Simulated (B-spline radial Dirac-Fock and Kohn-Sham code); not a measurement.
**Subshell photoionisation cross sections of Si against photon energy**

System: neutral silicon, configuration [Ne] 3s2 3p2.

Input file task.json (cfg lists n, l and occupation; rrms is the nuclear radius in fm):

```json
{"items": [{
  "Z": 14,
  "q": 0,
  "cfg": [[1, 0, 2], [2, 0, 2], [2, 1, 6], [3, 0, 2], [3, 1, 2]],
  "A": 28,
  "rrms": 3.1224,
  "do": ["binding", "quiet", "photo", "scan"],
  "hv": [21.22, 40.81, 60, 80, 100, 150, 200, 300, 400, 600, 800, 1000, 1253.6, 1486.9, 2000, 2984.4, 4000, 5414.7, 6000, 8047.8, 9251.7, 12000, 15000, 17479.3, 22162.9, 30000, 40000, 59318.2, 80000, 100000, 150000, 200000]
}]}
```

Launch: `python xray_run.py task.json out`

Level of theory: a relativistic central-field model (Hartree-Slater potential of the initial state, Latter tail, multipole expansion of the photon field, Dirac-Fock thresholds); a B-spline atomic structure program. Values are in kb; a dash marks an energy below the computed threshold. Values for outer subshells far above threshold carry numerical ripple of a few per cent.

```
hν (eV)        1s        2s     2p1/2        3s     3p1/2
  21.22         –         –         –       305       295
  40.81         –         –         –       438       142
     60         –         –         –       320       124
     80         –         –         –       219      80.8
    100         –         –         –       159      54.5
    150         –         –      1540      85.5      27.2
    200         –       472       964      53.9      16.0
    300         –       286       383      27.1      6.12
    400         –       182       184      16.2      3.06
    600         –      88.7      60.2      7.61      1.05
    800         –      50.5      26.0      4.25     0.467
   1000         –      31.9      13.2      2.66     0.241
 1253.6         –      19.6      6.51      1.62     0.120
 1486.9         –      13.3      3.77      1.11    0.0715
   2000       122      6.68      1.42     0.553    0.0274
 2984.4      43.5      2.49     0.363     0.207   0.00701
   4000      19.8      1.17     0.129    0.0978   0.00253
 5414.7      8.53     0.521    0.0433    0.0438  0.000855
   6000      6.38     0.394    0.0297    0.0331  0.000588
 8047.8      2.73     0.174    0.0100    0.0147  0.000198
 9251.7      1.82     0.117   0.00591   0.00988  0.000117
  12000     0.839    0.0553   0.00218   0.00466  4.35e-05
  15000     0.428    0.0286  0.000918   0.00242  1.84e-05
17479.3     0.269    0.0181  0.000506   0.00154  1.02e-05
22162.9     0.129   0.00885  0.000199  0.000752  3.99e-06
  30000    0.0503   0.00349  6.00e-05  0.000296  1.20e-06
  40000    0.0203   0.00142  1.92e-05  0.000121  3.86e-07
59318.2   0.00579  0.000410  4.03e-06  3.49e-05  8.16e-08
  80000   0.00222  0.000158  1.25e-06  1.35e-05  2.52e-08
 100000   0.00108  7.73e-05  5.25e-07  6.59e-06  1.06e-08
 150000  0.000294  2.12e-05  1.13e-07  1.80e-06  2.27e-09
 200000  0.000118  8.53e-06  3.92e-08  7.28e-07  7.92e-10
```

At 200000 eV the multipoles beyond E1 give 46.5 % of 1s, 46.5 % of 2s, 60.7 % of 2p1/2, 46.5 % of 3s, 60.7 % of 3p1/2.
